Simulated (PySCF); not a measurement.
# Magnetic susceptibility: `C#C[C@@H](C=C=C)N(C)C`, C8H11N

Geometry:
```
atom   x (Å)   y (Å)   z (Å)
  C1   1.330  -1.022  -2.620
  C2   0.814  -0.689  -1.593
  C3   0.243  -0.265  -0.323
  C4   1.138   0.832   0.217
  C5   1.857   0.703   1.287
  C6   2.557   0.542   2.364
  N7  -1.120   0.240  -0.500
  C8  -1.978  -0.746  -1.121
  C9  -1.675   0.692   0.757
 H10   1.770  -1.321  -3.524
 H11   0.265  -1.130   0.373
 H12   1.151   1.739  -0.369
 H13   2.175   0.814   3.335
 H14   3.561   0.147   2.335
 H15  -2.960  -0.302  -1.280
 H16  -2.098  -1.653  -0.504
 H17  -1.561  -1.031  -2.085
 H18  -1.767  -0.120   1.497
 H19  -1.043   1.473   1.177
 H20  -2.665   1.107   0.573
```

Computed, not measured: GIAO wB97X/cc-pVDZ magnetisability, rotational g tensor and spin-rotation constants, non-relativistic, gas phase (PySCF). Geometry: GFN2-xTB.

(1) How diamagnetic is it, and how anisotropic?

(2) Split it along the inertial axes a, b, c into diamagnetic and paramagnetic parts about the centre of mass, with the quadrupole moment.

(3) And the rotational g tensor?

## Answers

(1) Isotropic -1440 × 10⁻³⁰ J/T², or -86.7 × 10⁻⁶ cm³/mol; principal values -1507, -1442, -1371 × 10⁻³⁰ J/T², anisotropy 118 × 10⁻³⁰ J/T² (root of half the summed squared differences of the principal values). The susceptibility is in cgs units.

(2) 
| axis | χ (10⁻⁶ cm³/mol) | diamagnetic (10⁻⁶ cm³/mol) | paramagnetic (10⁻⁶ cm³/mol) | summed x² of all electrons (Å²) | quadrupole Θ (D Å) |
| --- | --- | --- | --- | --- | --- |
| a | -86.8 | -706.5 | 619.7 | 234.7 | +2.52 |
| b | -89.8 | -1109.1 | 1019.3 | 139.8 | +3.64 |
| c | -83.6 | -1588.7 | 1505.1 | 26.7 | -6.15 |

Anisotropies 2χaa − χbb − χcc = -0.1 and 2χbb − χaa − χcc = -9.2 × 10⁻⁶ cm³/mol. Θ is traceless in Buckingham's convention.

(3) 
| axis | rotational constant (GHz) | g | nuclear part | electronic part |
| --- | --- | --- | --- | --- |
| a | 2.0836 | -0.0072 | 0.5994 | -0.6066 |
| b | 1.2318 | -0.0029 | 0.5870 | -0.5899 |
| c | 0.8263 | -0.0021 | 0.5822 | -0.5843 |

Asymmetric top; isotopes 12C, 1H, 14N; no vibrational averaging.
